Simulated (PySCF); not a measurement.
Compound: GeI2Cl2.
Cartesian coordinates in Å at the PBE0-D3(BJ)/def2-SVP level; atoms count from 1:
```
atom  x, y, z in Å
Ge1   -0.0276   -0.0187   -0.0420
I2    -0.1314   -0.0640    2.4480
I3     2.3272   -0.0248   -0.8579
Cl4   -1.0408    1.7211   -0.7739
Cl5   -1.0525   -1.7242   -0.8363
```

Computed with TDDFT wB97X-D/def2-SVPD, vertical, gas phase, core orbitals frozen in the response, def2 core potentials past Kr (PySCF). Spin–orbit coupling is left out.

Computed states:

| state | E (eV) | f |
| --- | --- | --- |
| S1 | 3.97 | 0.0097 |
| S2 | 4.11 | 0.0000 |
| S3 | 4.33 | 0.0075 |
| S4 | 4.54 | 0.015 |
| S5 | 5.58 | 0.177 |
| S6 | 5.72 | 0.010 |
| S7 | 5.98 | 0.0000 |
| S8 | 6.10 | 0.045 |
| S9 | 6.62 | 0.0001 |
| S10 | 6.69 | 0.011 |
| S11 | 6.80 | 0.0009 |
| S12 | 6.84 | 0.0053 |
| S13 | 6.90 | 0.0001 |
| S14 | 6.91 | 0.031 |
| S15 | 7.07 | 0.0048 |

Broadening: Gaussians 0.5 eV wide at half height, area fixed by f = 4.319×10⁻⁹ ∫ε dν̃. The width is an assumption, not a result. The curve ends short of the highest state used, and states not computed would add to its high-energy end.

(1) Give the broadened spectrum and its maxima.

(2) Coming from long wavelengths, where does ε first pass 100 L mol⁻¹ cm⁻¹?

(3) On this curve, what absorbance would a 10⁻⁴ mol/L sample give at 308 nm over a 1 cm path?

## Answers

(1) 
E (eV), ε (L mol⁻¹ cm⁻¹) and a bar:
```
     3.22          1 
     3.28          3 
     3.33          6 
     3.39         13 
     3.45         27 
     3.51         53 
     3.57         93 
     3.63        152 
     3.69        230 #
     3.75        323 #
     3.81        423 #
     3.87        517 ##
     3.93        598 ##
     3.98        651 ##
     4.04        702 ##
     4.10        749 ##
     4.16        802 ##
     4.22        871 ###
     4.28        953 ###
     4.34       1035 ###
     4.40       1098 ###
     4.46       1120 ###
     4.52       1086 ###
     4.58        993 ###
     4.63        879 ###
     4.69        714 ##
     4.75        544 ##
     4.81        394 #
     4.87        286 #
     4.93        244 #
     4.99        298 #
     5.05        492 #
     5.11        889 ###
     5.17       1563 #####
     5.23       2574 ########
     5.28       3682 ###########
     5.34       5267 ################
     5.40       6965 #####################
     5.46       8519 #########################
     5.52       9643 #############################
     5.58      10120 ##############################
     5.64       9877 #############################
     5.70       9013 ###########################
     5.76       7768 #######################
     5.82       6430 ###################
     5.88       5241 ################
     5.94       4327 #############
     5.99       3780 ###########
     6.05       3313 ##########
     6.11       2948 #########
     6.17       2594 ########
     6.23       2215 #######
     6.29       1829 #####
     6.35       1488 ####
     6.41       1250 ####
     6.47       1155 ###
```

Maxima: 278 nm (4.45 eV), ε about 1100, made up of S3 (31%) and S4 (66%); 222 nm (5.59 eV), ε about 10000, made up of S5 (94%) (ε in L mol⁻¹ cm⁻¹; maxima over ε = 5, shares over 10%).

(2) At about 346 nm (3.58 eV), 0.39 eV below S1.

(3) 308 nm is 4.025 eV, where ε is about 690 L mol⁻¹ cm⁻¹, so A = ε c l ≈ 0.069 (Beer–Lambert, with the gas-phase spectrum and the assumed width).

All these states lie below the vertical ionisation energy of 10.07 eV (ΔSCF).
